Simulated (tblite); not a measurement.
C3H4O2SSi.
Numbering: `[O:1]=[C:2]1[CH2:3][S:4][SiH2:5][C:6]1=[O:7]` (hydrogens: H8, H9 on C3; H10, H11 on Si5)

Structure used (GFN2-xTB), in Å, numbered top down from 1:
```xyz
11
C3H4O2SSi angstrom
O     -1.4357    0.2458    1.8435
C     -0.9481    0.2091    0.7479
C     -1.1570   -0.9050   -0.2484
S      0.4815   -1.6405   -0.6430
Si     1.6322    0.1471   -0.3149
C      0.1056    1.1794    0.2408
O     -0.0443    2.3672    0.1335
H     -1.5960   -0.5297   -1.1735
H     -1.7778   -1.6964    0.1678
H      2.1745    0.6705   -1.5573
H      2.5707   -0.0448    0.7775
```

Computed with GFN2-xTB (tblite): harmonic, unscaled wavenumbers at the GFN2-xTB geometry, gas phase. Against measured fundamentals such values can be off by several per cent, at times by over 20. Modes of hydrogen on silicon can be 10 to 20 % off. One conformer, not necessarily the lowest.

Harmonic wavenumbers (cm⁻¹): 45.7, 68.7, 180.8, 283.4, 295.9, 407.1, 418.2, 489.5, 512.7, 530.6, 611.2, 633.3, 708.6, 722.5, 742.3, 874.6, 887.4, 1016.1, 1101.3, 1178.5, 1415.7, 1751.0, 1784.4, 2354.2, 2358.8, 2975.3, 3016.7.

A = 2476, B = 1851, C = 1207 MHz; mass 131.970 u (most abundant isotopes); point group C1, symmetry number 1.

**Question.** What is the zero-point energy?

**Answer.** ½Σν̃ = 13682 cm⁻¹ = 163.68 kJ/mol.

**Question.** Give the ideal-gas entropy at 273.15 K and 1 bar in the rigid-rotor, harmonic-oscillator model (classical rotation).

**Answer.** Translation 167.93, rotation 117.96, vibration 77.44: S = 363.3 J/(mol K).

**Question.** And Cp and H(273.15 K) − H(0)?

**Answer.** Cp = 118.91 J/(mol K), of which vibrations give 85.65 (their classical limit is 27 R = 224.5); H(273.15 K) − H(0) = 20.38 kJ/mol without the zero-point energy, 11.30 from vibrations.

**Question.** Blend soft modes into free rotors: weight 1/[1 + (100 cm⁻¹/ν̃)⁴] for the oscillator and the rest for a rotor with moment μB/(μ + B), μ = h/(8π²ν), B = 10⁻⁴⁴ kg m². What vibrational entropy results?

**Answer.** 69.41 J/(mol K) in place of 77.44, which changes −T·S at 273.15 K by +2.19 kJ/mol.

**Question.** What must be added to the electronic energy to get the Gibbs energy at 273.15 K and 1 bar?

**Answer.** ZPE + [H(273.15 K) − H(0)] − T·S = 163.68 + 20.38 − 99.24 = 84.82 kJ/mol.

**Question.** How do the functions run with temperature in this model?

**Answer.** 
```csv
T (K),S (J/(mol K)),Cp (J/(mol K)),H − H(0) (kJ/mol),G − H(0) (kJ/mol),ln q(vib)
150,305.2,77.8,8.19,-37.59,2.16
250,353.1,111.9,17.71,-70.57,3.92
298.15,374.1,126.0,23.44,-88.08,4.80
400,414.6,149.9,37.55,-128.28,6.66
600,481.8,181.2,70.93,-218.17,10.20
900,561.0,208.6,129.81,-375.12,14.98
```

q(vib) and H(0) count from the zero-point level.

Hindered rotation and anharmonicity are outside this model. Other conformers, if any are populated, would add a mixing term that is left out. The structure is chiral; the term R ln 2 for an equal mix with its mirror image is left out.

Hardware: an Intel Xeon at 2.50 GHz with one thread, no GPU (shared host). Cost: 0.91 s of wall time. The figure is for the frequency step alone.
